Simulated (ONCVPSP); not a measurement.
**What one change does to a pseudopotential (magnesium (Mg), ONCV)**

```json
{
 "Element": "Mg (Z = 12)",
 "Generator": "ONCVPSP 4.0.1",
 "Type": "optimised norm-conserving Vanderbilt (ONCV)",
 "Functional": "PBE",
 "Relativity": "fully relativistic",
 "Frozen core": "[Ne]",
 "Valence charge": "2",
 "Reference configuration": "3s1 (charge +1)",
 "Partial waves": "3s: rc 2.10 bohr, ncon 3, nbas 6, qcut 2.7 1/bohr, 3 projectors, debl 0.5 Ha; p scattering state at 0.17 Ha: rc 2.20 bohr, ncon 4, nbas 8, qcut 3.7 1/bohr, 3 projectors, debl 0.8 Ha; d scattering state at 0.05 Ha: rc 2.25 bohr, ncon 5, nbas 10, qcut 4.6 1/bohr, 1 projector",
 "Local potential": "polynomial inside 1.90 bohr (lpopt 5, dvloc0 1 Ha)",
 "Core correction": "polynomial model core, fcfact 0.25"
}
```

Open shells are filled in proportion to 2j + 1.

In the p channel the program set the typed energies aside and used 0.050, 0.850, 1.650 Ha (j = l + 1/2; the other j can differ).

All-electron outer shells of the reference configuration (PBE, scalar-relativistic, ld1.x):

```tsv
shell	level (eV)	outermost node (bohr)	outermost maximum (bohr)
2p	-55.68	–	0.48
3s	-11.38	0.89	2.35
```

Change: p: nproj 2. In the p channel the program set the typed energies aside and used 0.050, 0.850 Ha (j = l + 1/2; the other j can differ).

Cutoffs: the cutoffs (Ha) at which the residual kinetic energy of the hardest occupied pseudo-wave falls to 1 and 0.1 mHa per electron; they do not see the model core or the augmentation charge, which bear on the density cutoff. Errors are all-electron minus pseudo energies relative to the spin-unpolarised reference configuration.

What does the change do?

The potential gets neither clearly harder nor softer (4.0 Ha and 17 Ha → 4.0 Ha and 17 Ha); the bound ghosts move from p, s to s; of the 4 tests that both files solve, the error grows in 2 and shrinks in 0 by more than 15 % and 0.3 meV (median size 3.1 → 5.5 meV).

```tsv
quantity	base	changed
cutoff, loose	4.0 Ha	4.0 Ha
cutoff, tight	17 Ha	17 Ha
bound ghosts	s, p3/2, p1/2	s
GHOST(+) flags under 300 eV	none	none
error for 3s2, meV [ΔE -7.96 eV]	+14	+14
error for 3s1.5, meV [ΔE -4.82 eV]	+5.4	+5.4
error for 3s1 3p1, meV [ΔE -4.47 eV]	+0.8	+3.6
error for 3s0 3p2, meV [ΔE -0.78 eV]	0.0	+5.6
s: phases at 2.14 bohr within 0.05 rad from the reference energy up to (Ha; the scan ends near 5)	2.6	2.6
p3/2: phases at 2.23 bohr within 0.05 rad from the reference energy up to (Ha; the scan ends near 5)	3.2	2.4
p1/2: phases at 2.23 bohr within 0.05 rad from the reference energy up to (Ha; the scan ends near 5)	3.1	2.2
d5/2: phases at 2.28 bohr within 0.05 rad from the reference energy up to (Ha; the scan ends near 5)	2.0	2.0
d3/2: phases at 2.28 bohr within 0.05 rad from the reference energy up to (Ha; the scan ends near 5)	2.0	2.0
rms error of d²Exc/dni dnj with the model core, mHa	6.78	6.78
```

Base: The cutoffs count occupied waves only; projector 3 of the p channel, the hardest unoccupied one, needs 58 Ha at the loose tolerance. These tests converged, but a pseudo level misses the all-electron one widely, so the file describes the atom poorly there or has found another state: 3s0 3p2: empty 3s by 11.9 eV. Changed file: The cutoffs count occupied waves only; projector 2 of the p channel, the hardest unoccupied one, needs 24 Ha at the loose tolerance. These tests converged, but a pseudo level misses the all-electron one widely, so the file describes the atom poorly there or has found another state: 3s0 3p2: empty 3s by 11.9 eV. A true bound ghost makes a file unfit for plane-wave use even where its test errors are small: the radial tests pick states by their node count and pass the ghost by.
